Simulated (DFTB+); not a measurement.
DFTB+ input (SCC-DFTB): The folder sk holds the Slater-Koster set scc that CP2K ships.

```
Geometry = xyzFormat {
10

C     -1.81218320    -0.07437759     0.06289324
C     -0.69933297    -1.06281464     0.05701123
C      0.60559246    -0.77883360     0.00442750
C      1.11177589     0.55096639    -0.05458415
N      1.53455686     1.62270152    -0.10263921
H     -1.44971488     0.95155968     0.01830297
H     -2.47816369    -0.24824584    -0.78690246
H     -2.41965627    -0.19279634     0.96448427
H     -0.97615882    -2.11104047     0.09944615
H      1.34668257    -1.56803100     0.00465665
}
Hamiltonian = DFTB {
  SCC = Yes
  SCCTolerance = 1e-8
  MaxSCCIterations = 300
  Charge = 0
  SlaterKosterFiles = Type2FileNames {
    Prefix = "sk/"
    Separator = ""
    Suffix = ".spl"
    LowerCaseTypeName = Yes
  }
  MaxAngularMomentum {
    C = "p"
    H = "s"
    N = "p"
  }
  Filling = Fermi { Temperature [K] = 0 }
}
ParserOptions { ParserVersion = 14 }
```

From the output:

```
    5   2   1   0       1.10148481  p_z
    5   2   1   1       1.14843051  p_x
    6   1   0   0       0.92017503  s
    7   1   0   0       0.92672799  s
    8   1   0   0       0.92672799  s
    9   1   0   0       0.92697081  s
   10   1   0   0       0.91065732  s

Fermi level:                        -0.1696950359 H           -4.6176 eV
Band energy:                       -11.2810708214 H         -306.9736 eV
TS:                                  0.0000000000 H            0.0000 eV
Band free energy (E-TS):           -11.2810708214 H         -306.9736 eV
Extrapolated E(0K):                -11.2810708214 H         -306.9736 eV
Input / Output electrons (q):     26.0000000000     26.0000000000

Energy H0:                         -11.5829901835 H         -315.1892 eV
Energy SCC:                          0.0085965884 H            0.2339 eV
Total Electronic energy:           -11.5743935951 H         -314.9553 eV
Repulsive energy:                    0.4730071177 H           12.8712 eV
Total energy:                      -11.1013864774 H         -302.0841 eV
Extrapolated to 0:                 -11.1013864774 H         -302.0841 eV
Total Mermin free energy:          -11.1013864774 H         -302.0841 eV
Force related energy:              -11.1013864774 H         -302.0841 eV

Non-constrained calculation

SCC converged

Dipole moment:   -0.67512574   -0.85865046    0.04973865 au
Dipole moment:   -1.71599861   -2.18247196    0.12642304 Debye
```

The geometry given is a B3LYP-D3(BJ)/def2-TZVP minimum.
